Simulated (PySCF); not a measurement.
C4H5FSi, SMILES F[SiH2]/C=C\C#C. Geometry optimised at ωB97X-D3(BJ)/def2-SVP. The structure was generated by enumeration; whether it is a known compound was not checked. One conformer was computed; it need not be the lowest.

Computed equilibrium geometry at ωB97X-D3(BJ)/def2-SVP (PySCF confirms it by a frequency run) as Cartesian coordinates in Å, and its point group (one conformer of several):
point group Cs.
```xyz
11

C     -1.0204    -2.6712     0.0000
C      0.0134    -2.0398     0.0000
C      1.2074    -1.2347     0.0000
C      1.1512     0.1088     0.0000
Si    -0.4793     1.0238     0.0000
F     -0.1321     2.6192     0.0000
H     -1.9342    -3.2399     0.0000
H      2.1641    -1.7712     0.0000
H      2.0942     0.6688     0.0000
H     -1.2676     0.7286     1.2244
H     -1.2676     0.7286    -1.2244
```
